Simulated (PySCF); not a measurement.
GeO, charge -1, doublet, at a GFN2-xTB geometry (a state made from the parent by changing its charge; the spin is typed, not shown lowest) (a gas-phase anion, which may not be bound at this level), with bond 2-1 at 1.4 times its length; CASSCF(3,5)+NEVPT2/def2-SVP (PySCF).

PySCF was given this input:
```python
from pyscf import gto, scf, mcscf, mrpt
import numpy

mol = gto.M(
    atom='''
Ge   -0.00000000   -0.00000000   -0.34203869
O     0.00000000    0.00000000    2.05223215
''',
    basis='def2-svp',
    charge=-1,
    spin=1,
    verbose=4,
)

mf = scf.ROHF(mol)
mf.kernel()
mc = mcscf.CASSCF(mf, 5, 3)
mc.fix_spin_(ss=0.75)
mc.kernel()
occ = numpy.linalg.eigvalsh(mc.fcisolver.make_rdm1(mc.ci, mc.ncas, mc.nelecas))[::-1]
ss = mc.fcisolver.spin_square(mc.ci, mc.ncas, mc.nelecas)[0]
print('natural occupations', occ.round(4), ' <S^2>', round(ss, 4))
e2 = mrpt.NEVPT(mc).kernel()
print('E(NEVPT2) = %.10f' % (mc.e_tot + e2))
```

Output, abridged:

```
PySCF version 2.14.0

[INPUT] verbose = 4
[INPUT] num. atoms = 2
[INPUT] num. electrons = 41
[INPUT] charge = -1
[INPUT] spin (= nelec alpha-beta = 2S) = 1
[INPUT] symmetry False subgroup None
[INPUT] Mole.unit = angstrom
[INPUT] Symbol           X                Y                Z      unit          X                Y                Z       unit  Magmom
[...]
nuclear repulsion = 56.5806356291421
number of shells = 18
number of NR pGTOs = 98
number of NR cGTOs = 46
basis = def2-svp
ecp = {}

******** <class 'pyscf.scf.rohf.ROHF'> ********
method = ROHF
initial guess = minao
damping factor = 0
level_shift factor = 0
DIIS = <class 'pyscf.scf.diis.CDIIS'>
diis_start_cycle = 1
diis_space = 8
diis_damp = 0
SCF conv_tol = 1e-09
SCF conv_tol_grad = None
SCF max_cycles = 50
direct_scf = True
direct_scf_tol = 1e-13
num. doubly occ = 20  num. singly occ = 1
Set gradient conv threshold to 3.16228e-05
init E= -2148.45799627081

WARN: HOMO -0.0471689857514426 >= LUMO -0.0471689857514458

cycle= 1 E= -2149.30307131967  delta_E= -0.845  |g|= 1.11  |ddm|= 1.02
[...]
cycle= 2 E= -2145.92687629542  delta_E= 3.38  |g|= 2.61  |ddm|= 2.36

WARN: HOMO 1.43007768167981 >= LUMO 0.092532994926203

cycle= 3 E= -2147.87011760612  delta_E= -1.94  |g|= 1.22  |ddm|= 5.33
[...]
cycle= 4 E= -2149.66016312349  delta_E= -1.79  |g|= 0.344  |ddm|= 4.86
[...]
cycle= 5 E= -2149.69237401355  delta_E= -0.0322  |g|= 0.213  |ddm|= 0.178
[...]
cycle= 6 E= -2149.69664807172  delta_E= -0.00427  |g|= 0.194  |ddm|= 0.0782
[...]
cycle= 7 E= -2149.69886910595  delta_E= -0.00222  |g|= 0.184  |ddm|= 0.0461
[...]
cycle= 8 E= -2149.7009105099  delta_E= -0.00204  |g|= 0.173  |ddm|= 0.0325
[...]
cycle= 9 E= -2149.71213883422  delta_E= -0.0112  |g|= 0.0806  |ddm|= 0.206
[...]
cycle= 10 E= -2149.71500859097  delta_E= -0.00287  |g|= 0.00942  |ddm|= 0.129
[...]
cycle= 11 E= -2149.71504172931  delta_E= -3.31e-05  |g|= 0.002  |ddm|= 0.0178
[...]
cycle= 12 E= -2149.71504797721  delta_E= -6.25e-06  |g|= 0.000718  |ddm|= 0.0047
[...]
cycle= 13 E= -2149.71504929972  delta_E= -1.32e-06  |g|= 0.000349  |ddm|= 0.00228
[...]
cycle= 14 E= -2149.7150496911  delta_E= -3.91e-07  |g|= 0.000177  |ddm|= 0.0014
[...]
cycle= 15 E= -2149.71504980118  delta_E= -1.1e-07  |g|= 2.45e-05  |ddm|= 0.00111
[...]
cycle= 16 E= -2149.71504980248  delta_E= -1.3e-09  |g|= 6.49e-06  |ddm|= 0.000106
[...]
cycle= 17 E= -2149.71504980253  delta_E= -5.37e-11  |g|= 8.25e-07  |ddm|= 2.73e-05
[...]
Extra cycle  E= -2149.71504980253  delta_E= -1.82e-12  |g|= 5.31e-07  |ddm|= 1.51e-06
converged SCF energy = -2149.71504980253

******** <class 'pyscf.mcscf.mc1step.CASSCF'> ********
CAS (2e+1e, 5o), ncore = 19, nvir = 22
max_cycle_macro = 50
max_cycle_micro = 4
conv_tol = 1e-07
conv_tol_grad = None
orbital rotation max_stepsize = 0.02
orbital rotation threshold for CI restart = 0.01
augmented hessian ah_max_cycle = 30
augmented hessian ah_conv_tol = 1e-12
augmented hessian ah_linear dependence = 1e-14
augmented hessian ah_level shift = 1e-08
augmented hessian ah_start_tol = 2.5
augmented hessian ah_start_cycle = 3
augmented hessian ah_grad_trust_region = 3
kf_trust_region = 3
kf_interval = 4
ci_response_space = 4
ci_grad_trust_region = 3
with_dep4 0
natorb = False
canonicalization = True
sorting_mo_energy = False
ao2mo_level = 2
internal_rotation = False
******** <class 'pyscf.fci.addons.SpinPenaltyFCISolver'> ********
max. cycles = 50
conv_tol = 1e-08
davidson only = True
linear dependence = 1e-12
level shift = 0.001
max iter space = 12
nroots = 1
pspace_size = 400
spin = None
CASCI E = -2149.75317549085  S^2 = 0.7500000
Set conv_tol_grad to 0.000316228
macro iter   1 ( 21 JK    4 micro), CASSCF E = -2149.77143796359  dE = -1.82624727e-02  S^2 = 0.7500000
               |grad[o]|=0.0775  |grad[c]|=0.0212  |ddm|=0.0687  |maxRot[o]|=0.218
macro iter   2 ( 21 JK    4 micro), CASSCF E = -2149.77216447607  dE = -7.26512479e-04  S^2 = 0.7500000
               |grad[o]|=0.022  |grad[c]|=0.00311  |ddm|=0.00571  |maxRot[o]|=0.303
[...]
CASSCF energy = -2149.77584390295
CASCI E = -2149.77584390295  E(CI) = -1.16296334811250  S^2 = 0.7500000
[...]
natural occupations [1.7521 0.9968 0.2444 0.0036 0.0031]  <S^2> 0.75

******** <class 'pyscf.mrpt.nevpt2.NEVPT'> ********
NEVPT2 (2e+1e, 5o), ncore = 19, nvir = 22
root = 0
Natural occ [1.75212827 0.99684374 0.24440894 0.00356007 0.00305898]
Natural orbital (expansion on meta-Lowdin AOs) in CAS space
               #1        #2        #3        #4        #5
0 Ge 1s         -0.00013  -0.00000  -0.00026   0.00000   0.00009
0 Ge 2s          0.00053   0.00000   0.00095  -0.00000  -0.00031
0 Ge 3s          0.00143  -0.00000   0.00035   0.00000   0.00088
0 Ge 4s          0.08823  -0.00000   0.18716  -0.00000  -0.01854
0 Ge 5s         -0.05620  -0.00000  -0.07181   0.00000   0.10830
0 Ge 2px         0.00000   0.00057   0.00000  -0.00015  -0.00000
0 Ge 2py        -0.00000   0.00043  -0.00000  -0.00011   0.00000
0 Ge 2pz         0.00045   0.00000   0.00062  -0.00000  -0.00039
0 Ge 3px        -0.00000  -0.00403  -0.00000   0.00045   0.00000
0 Ge 3py         0.00000  -0.00306   0.00000   0.00034  -0.00000
0 Ge 3pz        -0.00420  -0.00000  -0.00317   0.00000   0.00091
0 Ge 4px         0.00002   0.78090   0.00003  -0.04200  -0.00000
0 Ge 4py        -0.00002   0.59386  -0.00003  -0.03196   0.00001
0 Ge 4pz         0.69332   0.00000   0.66297  -0.00000  -0.03793
0 Ge 5px         0.00000   0.07043   0.00000   0.10672   0.00000
0 Ge 5py        -0.00000   0.05356  -0.00000   0.08119  -0.00001
0 Ge 5pz         0.03387   0.00000   0.03482   0.00000   0.33388
0 Ge 3dxy        0.00209  -0.00000   0.00066   0.00000   0.00067
0 Ge 3dyz       -0.00000   0.00114  -0.00000  -0.00198   0.00000
0 Ge 3dz^2       0.00187   0.00000   0.00492  -0.00000  -0.00331
0 Ge 3dxz        0.00000   0.00149   0.00000  -0.00260  -0.00000
0 Ge 3dx2-y2     0.00058   0.00000   0.00018  -0.00000   0.00019
0 Ge 4dxy        0.00154  -0.00000   0.00436   0.00001   0.28095
0 Ge 4dyz       -0.00000  -0.01878  -0.00000  -0.44479   0.00003
0 Ge 4dz^2       0.00616  -0.00000  -0.03522  -0.00000  -0.63516
0 Ge 4dxz        0.00000  -0.02470   0.00000  -0.58483  -0.00002
0 Ge 4dx2-y2     0.00043   0.00000   0.00121  -0.00002   0.07786
0 Ge 5dxy        0.00147  -0.00000   0.00394   0.00001   0.24114
0 Ge 5dyz       -0.00000  -0.02056  -0.00000  -0.39040   0.00003
0 Ge 5dz^2      -0.00020  -0.00000  -0.03898  -0.00000  -0.51959
0 Ge 5dxz        0.00000  -0.02704   0.00000  -0.51332  -0.00002
0 Ge 5dx2-y2     0.00041   0.00000   0.00109  -0.00002   0.06683
1 O 1s           0.00047   0.00000   0.00042   0.00000  -0.00000
1 O 2s          -0.09223  -0.00000  -0.12225   0.00000   0.02200
1 O 3s          -0.04370  -0.00000  -0.07687  -0.00000  -0.11831
1 O 2px          0.00002  -0.13028  -0.00001   0.04133   0.00000
1 O 2py         -0.00003  -0.09907   0.00002   0.03144  -0.00000
1 O 2pz         -0.70438  -0.00000   0.70381  -0.00000  -0.03861
1 O 3px          0.00000  -0.02210   0.00000  -0.10863  -0.00001
1 O 3py         -0.00000  -0.01680  -0.00000  -0.08262   0.00001
1 O 3pz         -0.02253   0.00000   0.00547   0.00000   0.17012
1 O 3dxy        -0.00023  -0.00000  -0.00030   0.00000  -0.00618
1 O 3dyz         0.00000  -0.00088   0.00000   0.02798  -0.00001
1 O 3dz^2        0.00865   0.00000   0.00366  -0.00000  -0.09509
1 O 3dxz        -0.00000  -0.00115  -0.00000   0.03676   0.00000
1 O 3dx2-y2     -0.00007   0.00000  -0.00008  -0.00000  -0.00171
<CAS-nat-orb|mo-hf>  20     20       0.98346140
<CAS-nat-orb|mo-hf>  21     21       0.99991498
<CAS-nat-orb|mo-hf>  22     23       0.96158287
<CAS-nat-orb|mo-hf>  23     31      -0.97501947
<CAS-nat-orb|mo-hf>  24     27      -0.49374084
<CAS-nat-orb|mo-hf>  24     32      -0.72982439
Sr    (-1)',   E = -0.00146883234043
Si    (+1)',   E = -0.01234690487517
Sijrs (0)  ,   E = -0.23717551183589
Sijr  (+1) ,   E = -0.04970818281415
Srsi  (-1) ,   E = -0.04358069679794
Srs   (-2) ,   E = -0.00243281963101
Sij   (+2) ,   E = -0.00459749270430
Sir   (0)' ,   E = -0.03955069471046
Nevpt2 Energy = -0.390861135709364
E(NEVPT2) = -2150.1667050387
```
